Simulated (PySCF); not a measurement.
## Potential energy of GaBr along the bond

Set-up: Ga def2-TZVPP, Br def2-TZVPP; no relativity (PySCF 2.14). Energies in eV from Ga + Br in their ground configurations at the same level. State: ¹Σ⁺ (singlet), closed shell.

Curves on a restricted Hartree–Fock reference rise too fast on stretching and do not dissociate correctly.

```csv
R (Å),RHF,RHF-CCSD
2.047,-2.310,
2.142,-2.815,-3.850
2.237,-3.097,-4.096
2.309,-3.203,-4.178
2.380,-3.242,-4.195
2.451,-3.232,-4.163
2.547,-3.161,-4.064
2.666,-3.013,-3.882
2.808,-2.782,-3.614
2.999,-2.435,
```

Put a parabola through the three lowest points of the RHF curve and estimate Re, k and ωe (reduced mass 36.79 u; 1 eV/Å² = 0.16022 mdyn/Å; ωe = 1302.8·√(k/μ) cm⁻¹).

Through R = 2.309, 2.38, 2.451 Å the second-order coefficient is 4.86 eV/Å², so Re ≈ 2.401 Å, k ≈ 1.56 mdyn/Å and ωe ≈ 268 cm⁻¹. A polynomial fit of higher order to the unrounded RHF energies gives Re = 2.398 Å, k = 1.45 mdyn/Å, ωe = 259 cm⁻¹; anharmonicity and rounding make the difference.

The higher-order fit for each curve: RHF: Re = 2.398 Å, ωe = 259 cm⁻¹, De = 3.24 eV; RHF-CCSD: Re = 2.366 Å, ωe = 273 cm⁻¹, De = 4.20 eV.

Correlated steps freeze 18 core orbitals. Where the molecule has an RHF reference, its open-shell atoms are computed with UHF.
